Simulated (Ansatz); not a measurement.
Coupled-cluster diagnostics for Tl₂H⁺, Ansatz.

Geometry of the singlet (PBE0-D4/def2-TZVP):

```xyz
3

Tl   -0.2959    0.6359    2.0157
Tl    0.2960   -0.6368   -2.0154
H    -0.0001    0.0009   -0.0004
```

In the def2 sets Tl takes a core potential; there is no spin–orbit coupling. Correlated methods freeze 8 core orbitals; core or outer-core shells of Tl are correlated, in sets that lack core-valence functions. In the quintet geometry the species has come apart into loosely held pieces. The structure comes from a short search, and lower isomers may exist.

Geometry of the charge 1 triplet (PBE0-D4/def2-TZVP):

```xyz
3

Tl   -1.086    0.803    0.414
Tl    0.936   -0.826   -2.136
H     0.150    0.023    1.723
```

Geometry of the charge 1 quintet (PBE0-D4/def2-TZVP):

```xyz
3

Tl   -0.492    1.364   -0.494
Tl    1.417   -0.580    0.042
H    -0.925   -0.784    0.452
```

Estimate the CCSD(T) correlation energy, the shares of MP2 and (T), T1 and the reference's ⟨S²⟩ for: charge 1, singlet, own geometry in def2-TZVPP; charge 1, triplet, own geometry in def2-TZVPP; charge 1, quintet, own geometry in def2-TZVPP; and the rough time on 4 threads of Arm Neoverse V1 on a shared host.


```csv
state,basis,correlation (eV),MP2 share (%),(T) share (%),T1,⟨S²⟩ (pure),wall time
"charge 1, singlet, own geometry",def2-TZVPP,-18.717,104.5,2.0,0.013,0.00 (0.00),3.3 s
"charge 1, triplet, own geometry",def2-TZVPP,-18.030,104.5,2.0,0.017,2.06 (2.00),11 s
"charge 1, quintet, own geometry",def2-TZVPP,-17.232,103.4,2.5,0.017,6.03 (6.00),11 s
```
Customary marks for T1 are 0.02 (closed shells), 0.045 (open shells) and about 0.05 (3d metals). T1 stays under 0.02 throughout.
